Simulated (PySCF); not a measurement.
Constitutional and geometric isomers with formula C2H2BN. Isolated molecules, 0 K electronic values unless said otherwise. Strings in code marks are SMILES.

Quantity: electronic energy of isomers of C2H2BN relative to `C#CB=N`, in kJ/mol.

Level 1: B3LYP/3-21G // B3LYP-D3(BJ)/def2-TZVP (PySCF)
Level 2: B3LYP/6-31G* // B3LYP-D3(BJ)/def2-TZVP (PySCF)
Level 3: PBE/6-31G* // B3LYP-D3(BJ)/def2-TZVP (PySCF)
Level 4: HF/3-21G // B3LYP-D3(BJ)/def2-TZVP (PySCF)

| species | level 2 | level 3 | level 4 |
|---|---|---|---|
| `B=CC#N` | 92.6 | 90.9 | 125.7 |
| `B=C=C=N` | 105.9 | 84.9 | 185.5 |
| `C=BC#N` | 53.3 | 49.6 | 73.8 |
| `B=NC#C` | 44.7 | 39.70 | 75.6 |

What does level 1 give for each?


- `B=CC#N`: 135.3
- `B=C=C=N`: 133.6
- `C=BC#N`: 75.3
- `B=NC#C`: 59.2
